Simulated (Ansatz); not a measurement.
## How methods differ on SnH3Cl (SMILES [Cl][SnH3])

SnH3Cl: 5 atoms, total charge 0, spin state singlet. SMILES: `[Cl][SnH3]`. The shape is that of a PBE0-D4/def2-TZVP optimisation.

```xyz
5

Cl   -1.8394    0.3324    1.0299
Sn    0.1689   -0.0445   -0.0975
H    -0.1205    0.3629   -1.7224
H     0.5227   -1.6942    0.1111
H     1.3182    0.9699    0.6374
```

Each level gives the vertical energy of the triplet above the singlet (eV). The values are calculated.

| level | kind | program | value (eV) |
| --- | --- | --- | --- |
| HF/STO-3G | Hartree–Fock | Ansatz | 8.44 |
| SVWN5/STO-3G | LDA | Ansatz | 7.48 |
| PBE/STO-3G | GGA | Ansatz | 7.56 |
| r2SCAN/STO-3G | meta-GGA | Ansatz | 7.92 |
| B3LYP/STO-3G | global hybrid | Ansatz | 7.96 |
| CAM-B3LYP/STO-3G | range-separated hybrid | Ansatz | 8.15 |
| HSE06/STO-3G | range-separated hybrid | Ansatz | 7.99 |
| MP2/STO-3G | perturbation theory | Ansatz | 8.59 |
| CCSD/STO-3G | coupled cluster or CI | Ansatz | 8.56 |
| CCSDT(Q)/STO-3G | coupled cluster or CI | Ansatz | 8.56 |

All-electron rows without a relativistic Hamiltonian named are non-relativistic. Spin-orbit coupling, which can split open shells on such heavy atoms by tenths of an eV, is left out. The values span 7.48 to 8.59 eV. A triplet this far above the singlet is often a Rydberg-like or dissociative state; sets without diffuse functions put Rydberg states too high. All rows use very small basis sets, so none should be taken for the real molecule's value. In the correlated wave-function rows the outer d shell of Sn is correlated, in sets not made for it.
